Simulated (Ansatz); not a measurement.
The first iterations of a band of CH4OSSi (8 atoms, charge 0, multiplicity 1).

Method: Ansatz 0.2.0, RKS PBE-D4/def2-SVP.

| Quantity | Value |
| --- | --- |
| movable images | 5 |
| climbing image | yes |
| spring | 5.0 eV/Å² |
| optimiser | quadratic models (default) |
| start path | through a guess of the saddle point |
| force threshold | 0.2 eV/Å |
| iteration limit | 60 |
| end points | relaxed |

Image 0:

```xyz
8
Properties=species:S:1:pos:R:3
C 0.712 0.536 -0.589
S -0.208 -0.851 -1.361
Si -1.510 -1.640 0.224
O -1.153 -0.651 1.545
H 1.306 0.193 0.283
H 1.413 0.933 -1.346
H 0.029 1.356 -0.286
H -0.496 0.068 1.474
```

Image 6:

```xyz
8
Properties=species:S:1:pos:R:3
C 0.851 0.416 -0.492
S 0.184 -1.183 -1.095
Si -1.521 -1.630 0.218
O -1.550 -0.313 1.274
H 1.732 0.665 -1.114
H 0.109 1.233 -0.604
H 1.185 0.347 0.563
H -0.897 0.409 1.194
```

| iteration | highest image above the first end (eV) | largest band force component (eV/Å) |
| --- | --- | --- |
| 1 | 6.818 | 18.213 |
| 2 | 0.602 | 2.322 |
| 3 | 0.422 | 1.198 |
| 4 | 0.447 | 1.069 |
| 5 | 0.365 | 0.424 |
| 6 | 0.329 | 0.539 |
| 7 | 0.310 | 0.605 |
| 8 | 0.305 | 0.431 |
| 9 | 0.293 | 0.284 |

Does the band converge within its limit, and where does its top end?

It converged. It ended after 29 iterations with the highest image 0.028 eV above the first end. The threshold of 0.2 eV/Å is loose, so the images may lie well off the minimum-energy path. Another band between the same ends (5 images) ends at a top of the same energy, where a vibrational analysis finds 1 clearly imaginary mode.

Run time: 5 min on 1 thread of AMD EPYC 7R43 64-Core Processor (Zen 3) (shared host), peak memory 0.14 GiB.
